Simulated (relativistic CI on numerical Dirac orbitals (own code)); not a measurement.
**Ni⁴⁺ in a cubic cluster: 2p photoemission with charge transfer**

Computed with a charge-transfer multiplet model of a cubic metal-ligand cluster with up to 2 ligand holes, Slater and spin-orbit integrals from Dirac-Coulomb-Breit ions, Slater integrals scaled by 0.9. The parameters are those of a tetrahedral site (10Dq negative, t2 hopping the larger). The ground state mixes d6 with configurations of k ligand holes L, whose averages lie at kΔ + k(k − 1)U_dd/2; a core hole lowers each added d electron by U_cd. 20 K, Lorentzian 0.6 eV and Gaussian 0.8 eV FWHM.

Atomic integrals in eV (Slater integrals scaled, ζ unscaled), ground: F2dd 12.773, F4dd 8.015, zeta_d 0.099; with the core hole: F2dd 14.229, F4dd 8.968, zeta_d 0.136, zeta_core 11.396, F2cd 8.696, G1cd 6.813, G3cd 3.880.

Cluster parameters (eV): U_dd = 8.1, U_cd = 9.1, 10Dq = -0.1, 10Dq(ligand) = 0, V(eg) = 1.32, V(t2g) = -2.25, final-state hopping factor = 0.9.

| Case | n_d | d6 | d7L | d8L2 | S |
| --- | --- | --- | --- | --- | --- |
| Δ = -2.6 eV | 6.77 | 0.32 | 0.59 | 0.09 | 1.99 |
| Δ = -1.6 eV | 6.67 | 0.40 | 0.53 | 0.07 | 1.99 |
| Δ = -0.6 eV | 6.58 | 0.47 | 0.48 | 0.05 | 2.00 |

Weights, n_d and S are thermal averages at 20 K. Binding energies count from the first peak over 30 % of the highest in each spectrum, which can be another peak from case to case. The parameters are a model scan and need not match a compound or its usual spin state. Peaks in eV (height, largest 100):
- Δ = -2.6 eV: 0.0 (100), 1.5 (77), 7.3 (33), 9.5 (26), 10.6 (31), 13.3 (15), 15.4 (19), 19.4 (57), 20.2 (60), 24.5 (14), 27.8 (16), 29.4 (13), 30.8 (11), 36.9 (9)
- Δ = -1.6 eV: 0.0 (100), 1.5 (78), 7.2 (33), 10.5 (33), 13.3 (15), 14.7 (21), 16.5 (21), 19.4 (59), 24.9 (12), 27.5 (16), 29.3 (13), 30.6 (12), 35.6 (10), 36.8 (6)
- Δ = -0.6 eV: 0.0 (100), 1.7 (80), 7.4 (33), 9.2 (32), 10.5 (37), 13.7 (20), 15.6 (25), 19.8 (60), 25.6 (12), 27.7 (17), 30.6 (14), 34.6 (11), 35.8 (8)

For the case Δ = -1.6 eV, Δ = -1.6 eV is smaller than U_dd = 8.1 eV, the charge-transfer side of the Zaanen-Sawatzky-Allen scheme (negative Δ: between configuration averages a ligand hole costs less than the nominal valence; multiplet and field energies can change this for the lowest states). With the core hole the configuration with one ligand hole lies at Δ − U_cd = -11.7, -10.7, -9.7 eV from the one without, in the order of the table; where this is negative the screened configuration lies lower.

With at most 2 ligand holes the space is cut while the next configuration still counts, so covalency is underestimated, and a final configuration with one more ligand hole, which can lie low, is missing from the spectra.
